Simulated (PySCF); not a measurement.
## Correlation energy of Zn⁺ (zinc, charge +1)

Starting occupation: [Ar] 3d10 4s1, 4s1/2 with m_j = +1/2. All numbers are calculated (PySCF 2.14, X2C-1e with screened-nucleus spin-orbit coupling, Gaussian nucleus, in x2c-TZVPPall-2c). Frozen: [Ne]; 19 electrons correlated; the 6 highest virtual spinors left out.

MP2 pair energies summed by pair of shells (mhartree):

```
       pair   energy  share (%)
3d3/2-3d5/2  -215.23       26.4
3d5/2-3d5/2  -148.39       18.2
3d5/2-3p3/2   -89.31       10.9
3d3/2-3d3/2   -62.68        7.7
3d3/2-3p3/2   -61.31        7.5
3d5/2-3p1/2   -46.07        5.6
3d5/2-3s1/2   -30.43        3.7
3d3/2-3p1/2   -28.91        3.5
3p1/2-3p3/2   -25.21        3.1
3p3/2-3p3/2   -24.70        3.0
3d3/2-3s1/2   -20.28        2.5
3d5/2-4s1/2   -16.14        2.0
3p3/2-3s1/2   -15.92        2.0
3d3/2-4s1/2   -10.53        1.3
3p1/2-3s1/2    -7.99        1.0
3p1/2-3p1/2    -6.10        0.7
3s1/2-3s1/2    -3.81        0.5
3p3/2-4s1/2    -2.21        0.3
3p1/2-4s1/2    -1.04        0.1
3s1/2-4s1/2    -0.39        0.0
```

Total MP2 correlation energy: -816.65 mhartree.

This basis was not built for core-valence correlation, so the inner-shell part is incomplete.
